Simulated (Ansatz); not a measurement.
The first iterations of a band of B2H3NSi (7 atoms, charge 0, multiplicity 1).

All numbers below come from RKS PBE-D4/STO-3G (Ansatz 0.2.0).

```json
{
  "movable images": "7",
  "climbing image": "yes",
  "spring": "5.0 eV/Å²",
  "optimiser": "quadratic models (default)",
  "start path": "through a guess of the saddle point",
  "force threshold": "0.5 eV/Å",
  "iteration limit": "60",
  "end points": "relaxed"
}
```

Image 0:

```xyz
7
Properties=species:S:1:pos:R:3
N -1.745 0.553 -1.055
Si -0.460 -0.120 -0.242
B 0.835 0.142 1.229
B 1.477 -0.284 -0.018
H -2.532 -0.181 -1.177
H 0.354 0.506 2.233
H 2.071 -0.616 -0.971
```

Image 8:

```xyz
7
Properties=species:S:1:pos:R:3
N -1.923 -0.344 -0.783
Si -0.367 0.110 -0.410
B 0.832 0.183 1.195
B 1.482 -0.293 -0.031
H -2.458 0.485 -1.230
H 0.264 0.484 2.176
H 2.169 -0.625 -0.918
```

| iteration | highest image above the first end (eV) | largest band force component (eV/Å) |
| --- | --- | --- |
| 1 | 3.541 | 29.582 |
| 2 | 0.535 | 0.935 |

**Question.** Does the band converge within its limit, and where does its top end?

**Answer.** It converged. It ended after 5 iterations with the highest image 0.542 eV above the first end. The threshold of 0.5 eV/Å is loose, so the images may lie well off the minimum-energy path. The order of the point at the top wasn't checked. Limits of this set-up: minimal basis.

Time of the run: 96 s on 1 thread of AMD EPYC (Zen 3) (shared host), peak memory 0.098 GiB.
